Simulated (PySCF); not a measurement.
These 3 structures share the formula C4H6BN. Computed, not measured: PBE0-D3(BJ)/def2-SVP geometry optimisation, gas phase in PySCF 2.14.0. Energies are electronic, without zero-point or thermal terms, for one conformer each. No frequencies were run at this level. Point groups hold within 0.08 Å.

Task: Order them by energy at this level, lowest first, and give relative energies in kcal/mol.
A. 1,2-dihydro-1,2-azaborine, `C1=CNBC=C1`
B. `BN1C=CC=C1`
C. `[BH3-][N+]#CCC#C`

Result: A (0.0), B (22.5), C (105.0).

As drawn, the lowest has an N–H bond, which the highest lacks.

| SMILES | E (Eh) | E rel (kcal/mol) | dipole (D) | point group | A, B, C (MHz) |
| --- | --- | --- | --- | --- | --- |
| B1C=CC=CN1 | -235.23120 | 0.0 | 2.23 | Cs | 5676, 5362, 2757 |
| Bn1cccc1 | -235.19534 | 22.5 | 0.35 | C2v | 8744, 3864, 2680 |
| [BH3-][N+]#CCC#C | -235.06391 | 105.0 | 6.98 | – | 12053, 1538, 1392 |
